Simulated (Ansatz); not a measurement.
```tsv
atom	x (Å)	y (Å)	z (Å)
N	0.0000	0.0001	-0.6651
N	0.0000	-0.0001	0.6651
H	0.0000	1.0754	-0.9873
H	0.0000	-1.0754	0.9873
```

Basis set: cc-pVDZ (spherical functions). Left uncorrelated: 2 orbitals. Charge 0, multiplicity 1.

Computed with Ansatz (development build ahead of 0.2.0); each method stands on the lowest determinant of its kind that the runs found. Restricted open shells among the atoms or ions are ROHF, correlated in semicanonical orbitals with singles.

The atomization energy at this shape (free ground-state atoms in the same class of orbitals less the molecule, no zero-point energy) of singlet N2H2:

```
method  atomization energy
   RHF             5.42 eV
```

Problem. What does RHF-MP2 give?

Solution. 10.96 eV. Caution: in another basis set an unrestricted determinant lies well below; the shape is not the minimum.
